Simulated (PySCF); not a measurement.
Compound: C4H2F2S (charge +1 and doublet state).
Z-matrix (Å and degrees, GFN2-xTB geometry), rows numbered from 1:
```
F 
C   1  1.2931
C   2  1.4365  1  122.38
F   3  1.2974  2  123.75  1    -0.09
S   3  1.6876  2  112.95  1   179.91
C   5  1.7731  3   89.85  2     0.05
C   6  1.3596  5  113.68  3    -0.04
H   6  1.0776  5  119.16  3   179.93
H   7  1.0786  2  123.40  1     0.11
```

As a line formula: `FC1=C(F)S[CH][CH+]1` [radical] (charge +1).

Computed, not measured: UKS B3LYP, pcH-1 on C F H S, non-relativistic, mean-field spin-orbit, GIAO in PySCF 2.14.0. Isolated species at its GFN2-xTB geometry, gas phase. Couplings are sensitive to structure, and on GFN2-xTB geometries they can be far from those on DFT ones, by a factor of two or more for some ions and for spin on atoms past the first row. Stability of the SCF solution: not tested.

(1) Match the computed a_iso(19F) values +91.5, +72.0 MHz with the sites F1; F4.

(2) The isotropic 13C couplings are +40.8, +30.0, -26.7, +15.9 MHz. Assign them to C2; C3; C6; C7.

(3) Match the computed a_iso(1H) values -30.8, +5.3 MHz with the sites H8; H9.

## Answers

(1) 
| site | a_iso (MHz) | ρ(0) (bohr⁻³) | position | distance from C6 (Å) | bound to | spin population there | largest \|T\| (MHz) |
| --- | --- | --- | --- | --- | --- | --- | --- |
| F1 | +72.0 | +0.0170 | 1 bond from C2 | 3.53 | C2 | +0.27 | 309.9 |
| F4 | +91.5 | +0.0214 | 1 bond from C3 | 3.73 | C3 | +0.36 | 373.2 |

(2) 
```json
{"site": "C2", "a_iso (MHz)": "+15.9", "ρ(0) (bohr⁻³)": "+0.0141", "position": "a main spin site", "distance from C6 (Å)": "2.29", "spin population": "+0.27", "largest |T| (MHz)": "53.3"}
{"site": "C3", "a_iso (MHz)": "+30.0", "ρ(0) (bohr⁻³)": "+0.0266", "position": "a main spin site", "distance from C6 (Å)": "2.44", "spin population": "+0.36", "largest |T| (MHz)": "72.5"}
{"site": "C6", "a_iso (MHz)": "+40.8", "ρ(0) (bohr⁻³)": "+0.0365", "position": "largest spin population", "distance from C6 (Å)": "0.00", "spin population": "+0.43", "largest |T| (MHz)": "68.3"}
{"site": "C7", "a_iso (MHz)": "-26.7", "ρ(0) (bohr⁻³)": "-0.0238", "position": "1 bond from C6", "distance from C6 (Å)": "1.36", "spin population": "-0.13", "largest |T| (MHz)": "15.5"}
```

(3) 
```tsv
site	a_iso (MHz)	ρ(0) (bohr⁻³)	position	distance from C6 (Å)	bound to	spin population there	largest |T| (MHz)
H8	-30.8	-0.0069	1 bond from C6	1.08	C6	+0.43	18.8
H9	+5.3	+0.0012	2 bonds from C6, on C7 of spin population -0.13	2.17	C7	-0.13	3.4
```

ρ(0) is the spin density at the nucleus and T the dipolar tensor; a_iso includes a spin–orbit part. The Mulliken spin populations are largest on C6 (+0.43), C3 (+0.36), C2 (+0.27) and C7 (-0.13). Three atoms exceed +0.15. The positive populations add up to 1.19 and the negative ones to -0.19, together 2S = 1. Main spin sites, with 60 % or more of the largest population: C2, C3, C6; positions count bonds from the nearest.

The spin density at the nucleus, in bohr⁻³, is negative for C7 (-0.0238), H8 (-0.0069) and S5 (-0.0032), for instance. A restricted open-shell determinant has no negative spin density anywhere; here it arises because α and β orbitals differ (spin polarisation).

The SMILES `FC1=C(F)S[CH][CH+]1` draws the unpaired electron on C6, whose computed spin population is only +0.43.
